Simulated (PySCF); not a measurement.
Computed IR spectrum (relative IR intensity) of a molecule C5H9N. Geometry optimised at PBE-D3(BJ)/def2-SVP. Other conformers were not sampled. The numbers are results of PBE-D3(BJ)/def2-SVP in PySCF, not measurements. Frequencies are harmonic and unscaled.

```tsv
ν (cm⁻¹)	relative intensity
201	4.1
259	50
404	2.2
527	6.0
620	6.7
639	39
646	33
815	100
920	12
975	7.0
1049	3.2
1097	3.6
1123	4.7
1289	5.6
1299	4.7
1328	5.3
1365	8.6
1408	5.5
1424	4.4
1437	4.1
1573	26
2155	6.4
2873	79
2958	14
2982	16
2990	32
3073	15
3095	5.1
3408	62
```

### Question
Pick the molecule that these values belong to.
A. C#CCCCN
B. NCC1=CCC1
C. C#C[C@@H](C)CN
D. CC[C@@H](C)C#N

### Answer
C, C#C[C@@H](C)CN
